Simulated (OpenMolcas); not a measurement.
Fe4+ in a point-charge field

Fe4+ among 6 point charges of -1.1 e arranged as a trigonal antiprism (D3d), 2.1 Å from the ion, with a polar angle of 61.3° against the regular 54.74°.
```
   0.0000    1.8421    1.0083  -1.10
  -1.5953   -0.9210    1.0083  -1.10
   1.5953   -0.9210    1.0083  -1.10
   0.0000   -1.8421   -1.0083  -1.10
   1.5953    0.9210   -1.0083  -1.10
  -1.5953    0.9210   -1.0083  -1.10
```

```
Program             : OpenMolcas 26.06
Method              : CASSCF
Basis               : ANO-RCC-VTZP [6s5p3d2f1g]
Scalar Hamiltonian  : DKH2, point nucleus
Active space        : 4 electrons in 5 orbitals (3d)
State averaging     : 2S+1 = 5 even, 5 roots; 2S+1 = 3 even, 45 roots; 2S+1 = 1 even, 50 roots
Spin-orbit coupling : state interaction with AMFI integrals over the reference wave functions
```

The lowest spin-free states (labels of D3, the rotations of D3d), above the lowest:

```csv
State,Degeneracy,E (cm-1),Free-ion L (%)
5E,2,0.0,D (100)
5E,2,1542,D (100)
5A1,1,2311,D (100)
3A2,1,26774,H (97)
3E,2,26920,H (97)
3E,2,27272,H (98)
3A1,1,27634,H (95)
3A2,1,27890,H (96)
3E,2,28023,H (94)
3E,2,28161,H (98)
3A2,1,30163,P (78)
3E,2,30694,P (76)
3A2,1,31238,F (98)
3A1,1,31381,F (95)
3E,2,31818,F (89)
3E,2,32070,F (82)
3A2,1,32397,F (79)
3A1,1,34198,G (98)
3E,2,34458,G (95)
3A2,1,34686,G (94)
```

The lowest levels with spin-orbit coupling:

| E (cm-1) | Degeneracy | Label | 2S+1 | g |
| --- | --- | --- | --- | --- |
| 0.0 | 1 | A1 | 5 |  |
| 4.9 | 1 | A2 | 5 |  |
| 243.7 | 2 | E | 5 | 0.00 0.00 0.24 |
| 491.0 | 2 | E | 5 | 0.00 0.00 3.55 |
| 721.2 | 1 | A1 | 5 |  |
| 749.3 | 1 | A2 | 5 |  |
| 949.2 | 2 | E | 5 | 0.00 0.00 10.02 |
| 1783 | 1 | A1 | 5 |  |
| 1830 | 2 | E | 5 | 0.00 0.00 6.24 |
| 2051 | 1 | A2 | 5 |  |
| 2072 | 2 | E | 5 | 0.00 0.00 3.09 |
| 2141 | 2 | E | 5 | 0.00 0.00 5.74 |
| 2377 | 1 | A1 | 5 |  |
| 2379 | 1 | A2 | 5 |  |
| 3015 | 2 | E | 5 | 0.00 0.00 7.66 |
| 3115 | 2 | E | 5 | 0.00 0.00 3.84 |
| 3145 | 1 | A1 | 5 |  |
| 27049 | 1 | A1 | 3 |  |
| 27117 | 2 | E | 3 | 0.00 0.00 2.20 |
| 27327 | 2 | E | 3 | 0.00 0.00 1.30 |

Powder χT (cm3 K/mol): 0.3 at 2 K, 0.573 at 10 K, 0.795 at 50 K, 1.02 at 100 K, 1.37 at 200 K, 1.64 at 300 K. The effective moment at 300 K is 2.828 √(χT) = 3.62 μB.

The lowest level has 2S+1 = 5, for which the spin-only value is χT = S(S+1) / 2 = 3.000 cm3 K/mol (g = 2). The computed 1.642 at 300 K differs by -1.358, through orbital momentum, spin-orbit coupling and any other state in reach.

An orbital doublet at a regular site is open to a Jahn-Teller distortion, which this geometry leaves out. Without dynamic correlation the repulsion within the d shell is too large (B by tens of per cent), so at a given field states of lower spin stand too high. Point charges give a weaker field than real ligands, and real ions of this kind are often low spin; the high spin found here belongs to the model. The ground term spreads over less than 5000 cm-1, several times less than with real ligands, so orbital moments are less quenched and χT lies further from the spin-only value than at real sites. Point charges carry no covalency, so the field is a model and not that of real ligands. No measured value stands beside these numbers.

With an even number of electrons the g values are those of a degenerate or nearly degenerate non-Kramers pair.
